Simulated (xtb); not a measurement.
ZrH4, SMILES [ZrH4], multiplicity 1. All values are semi-empirical tight-binding results from xtb (GFN2-xTB unless named), good for trends rather than for accurate numbers. The structure is a stationary point at GFN2-xTB. The multiplicity is an assumed one; other spin states were not compared.

For metal compounds this method's bond lengths and energies can be far off.

* **point group as xtb finds it**: Td
* **orbital gap**: 3.35 eV
* **zero-point energy**: 11.2 kcal/mol
* **G − E(el) at 298.15 K (modified RRHO)**: -2.4 kcal/mol
